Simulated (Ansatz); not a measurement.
C₂H₉BS⁻, that is B(SMe2)H3 with one electron more. The state is a doublet with charge -1. Geometry r2SCAN-D4/def2-SVP, that of the neutral singlet; atoms count from 1.

```xyz
13

B     1.408   -0.915    0.474
S     0.390    0.257   -0.702
C    -0.179    1.569    0.403
C    -1.160   -0.640   -0.948
H    -0.626    1.119    1.302
H    -0.894    2.220   -0.118
H     0.711    2.145    0.688
H    -1.552   -0.964    0.027
H    -1.883   -0.008   -1.483
H    -0.917   -1.524   -1.554
H     2.383   -0.236    0.750
H     1.661   -1.866   -0.248
H     0.658   -1.156    1.409
```

The highest occupied level of the charge -1 doublet lies above zero (up to 1.72 eV). By energy differences it is unbound by 0.67 eV (vertical, to the charge 0 singlet, at PBE0-D4/def2-TZVPD) and held by the finite basis.

Question: Estimate the Mulliken populations from the PBE0/def2-TZVPD orbitals of Ansatz.

Answer: 
```tsv
atom	charge (e)	spin (α − β)
B1	-1.16	1.00
S2	0.83	-0.88
C3	-1.16	0.70
C4	-1.16	0.70
H5	0.27	-0.09
H6	0.43	-0.15
H7	0.23	-0.03
H8	0.27	-0.09
H9	0.43	-0.15
H10	0.23	-0.03
H11	-0.06	0.00
H12	-0.06	0.00
H13	-0.07	0.02
```
Mulliken values and Mayer orders depend strongly on the basis. With diffuse functions, as here, like atoms can get unlike values, and bond orders can come out too low or too high.

Question: Where does the spin sit?

Answer: Summed by element: B 1.00, S -0.88, C 1.40, H -0.53, of 1 unpaired in all. Largest on single atoms: B1 1.00, S2 -0.88, C3 0.70.
